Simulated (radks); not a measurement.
Results of a calculation; reference values are marked as such.
Effect of the nuclear size on neutral samarium, [Xe] 4f6 6s2. Level of theory: Dirac Kohn-Sham, relativistic LDA (MacDonald-Vosko exchange, VWN5 correlation), spin-unpolarised, spherical densities, finite nucleus; open shells fill j = l - 1/2 first; Fermi nuclear charge, rms radius 5.0819 fm (a radial shooting solver on a logarithmic mesh with Libxc functionals). The rms radius is varied about that value; shifts are against it.

rms radius (fm) = 4.3298: total energy shift (eV) -4.57; density at nucleus (e/bohr^3) 5.468e+05; 1s1/2 shift (meV) -1880; 2s1/2 shift (meV) -238; 5s1/2 shift (meV) -1.75; 5p1/2 shift (meV) 0.246; 6s1/2 shift (meV) -0.079; 4f5/2 shift (meV) 0.386; 6p1/2 (empty) shift (meV) 0.075
rms radius (fm) = 4.6194: total energy shift (eV) -2.88; density at nucleus (e/bohr^3) 5.384e+05; 1s1/2 shift (meV) -1180; 2s1/2 shift (meV) -150; 5s1/2 shift (meV) -1.10; 5p1/2 shift (meV) 0.155; 6s1/2 shift (meV) -0.050; 4f5/2 shift (meV) 0.243; 6p1/2 (empty) shift (meV) 0.047
rms radius (fm) = 5.0819: total energy shift (eV) 0; density at nucleus (e/bohr^3) 5.263e+05; 1s1/2 shift (meV) 0.000; 2s1/2 shift (meV) 0.000; 5s1/2 shift (meV) 0.000; 5p1/2 shift (meV) 0.000; 6s1/2 shift (meV) 0.000; 4f5/2 shift (meV) 0.000; 6p1/2 (empty) shift (meV) 0.000
rms radius (fm) = 5.3767: total energy shift (eV) 1.94; density at nucleus (e/bohr^3) 5.193e+05; 1s1/2 shift (meV) 799; 2s1/2 shift (meV) 101; 5s1/2 shift (meV) 0.745; 5p1/2 shift (meV) -0.104; 6s1/2 shift (meV) 0.034; 4f5/2 shift (meV) -0.164; 6p1/2 (empty) shift (meV) -0.032
rms radius (fm) = 5.9712: total energy shift (eV) 6.12; density at nucleus (e/bohr^3) 5.065e+05; 1s1/2 shift (meV) 2510; 2s1/2 shift (meV) 318; 5s1/2 shift (meV) 2.34; 5p1/2 shift (meV) -0.328; 6s1/2 shift (meV) 0.106; 4f5/2 shift (meV) -0.516; 6p1/2 (empty) shift (meV) -0.100

Slopes of the eigenvalues against <r^2> in GHz/fm^2, as finite differences over the two radii next to the reference (eigenvalue slopes, not the field-shift constants of lines): 1s1/2 63300, 2s1/2 8020, 5s1/2 59.0, 5p1/2 -8.28, 6s1/2 2.67, 4f5/2 -13.0, 6p1/2 (empty) -2.51.
